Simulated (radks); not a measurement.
All-electron atom: Al IV in [Ne] (the NIST ground configuration).

Calculated with a radial shooting solver on a logarithmic mesh with Libxc functionals: scalar-relativistic Kohn-Sham, SOGGA, spin-polarised, spherical densities, point nucleus.

Energy parts (hartree):
total: -240.16681
kinetic: 240.64931
electron-nucleus: -562.31730
Hartree: 98.64710
exchange-correlation: -17.14591

Orbitals (lengths in bohr, moments of r in powers of bohr; <r^-3> diverges for s and p1/2; r(max) is where P^2 peaks; r(90%) holds 90 % of the orbital's charge):
orbital  occ.  eigenvalue (hartree)   r(max)  r(90%)  <r^-3>  <1/r>
1s          2             -56.70766  0.07846   0.215       -  12.62
2s          2              -5.22373   0.4966   0.985       -  2.345
2p          6              -3.81515   0.4276    1.01   36.14  2.222

The highest occupied level is 2p at -103.82 eV. For comparison, the ionisation energy in NIST's Atomic Spectra Database is 119.99 eV (measured). In exact Kohn-Sham theory the highest level is minus the ionisation energy, but local and semilocal functionals leave it too shallow, through self-interaction and a potential that decays too fast; potentials with the right tail come closer. The density falls to 0.001 e/bohr^3 at r = 1.98 bohr.
